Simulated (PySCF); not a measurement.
1-bromo-1,2,2-trichloroethene (C2BrCl3), SMILES ClC(Cl)=C(Cl)Br. Atoms are numbered in the order given.

```xyz
6

Cl     2.0222    -0.9720     0.0000
C      0.2964    -1.0025     0.0000
Cl    -0.4132    -2.5787     0.0000
C     -0.4566     0.1189     0.0000
Cl    -2.1809     0.0623     0.0000
Br     0.3052     1.8459     0.0000
```
Charge 0, spin multiplicity 1.

The structure is a stationary point at B3LYP-D3(BJ)/def2-SVP.

Two levels are set side by side: PBE/pcSseg-1 (PySCF) and HF/pcSseg-1 (PySCF). GIAO shifts against HCl (³⁵Cl), TMS (¹³C) at the same level; non-relativistic, no solvent, atoms listed together averaged. Without spin–orbit terms, shifts of atoms bonded to Cl or Br come out too high at both levels. Differences are taken from unrounded values.

```csv
quantity,HF
"δ(³⁵Cl) of Cl1, Cl3 (ppm)",283.2
δ(¹³C) of C2 (ppm),149.3
δ(¹³C) of C4 (ppm),145.7
δ(³⁵Cl) of Cl5 (ppm),282.0
```

**Question.** What does PBE give, and how far is it from HF? (The exact figures need the calculation; the answer reports its results.)

**Answer.** 
| quantity | PBE | PBE minus HF |
|---|---|---|
| δ(³⁵Cl) of Cl1, Cl3 (ppm) | 393.1 | 109.9 |
| δ(¹³C) of C2 (ppm) | 141.8 | -7.5 |
| δ(¹³C) of C4 (ppm) | 140.0 | -5.8 |
| δ(³⁵Cl) of Cl5 (ppm) | 397.3 | 115.2 |

Rough cost on one machine, each run with all the roots and properties that it gave: HF against PBE within a factor of 2.
